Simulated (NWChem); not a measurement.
Species: C3H6OSi; SMILES C=C1OC[SiH2]1

```xyz
11

C      0.4862    -2.0887     0.0000
C      0.1201    -0.8062     0.0000
O     -1.2117    -0.3819     0.0000
C     -1.1115     1.0775     0.0000
Si     0.8021     0.9498     0.0000
H      1.5366    -2.3575     0.0000
H     -0.2469    -2.8914     0.0000
H     -1.5993     1.4847     0.8919
H     -1.5993     1.4847    -0.8919
H      1.5261     1.4271     1.2094
H      1.5261     1.4271    -1.2094
```
Atoms are numbered in this order, from 1.

All runs: NWChem. Pople sets run with spherical d functions. STO-3G and 3-21G are far too small for this property and stand as cheap habits. All runs use the structure optimised with B3LYP/6-31G* (spherical d). Field at 589 nm.

Q: Order these runs by computing time, cheapest first, and give rough ratios: B3LYP/def2-SVPD; B3LYP/STO-3G; B3LYP/6-31G*.

A: B3LYP/STO-3G (1), B3LYP/6-31G* (4), B3LYP/def2-SVPD (20). Ratios are rough, from one shared machine; the cheapest took very roughly 15 core-seconds. What differs between the cheapest and the dearest: isotropic polarisability (bohr³) 32.6 → 70.9; anisotropy (bohr³) 25.3 → 31.2.
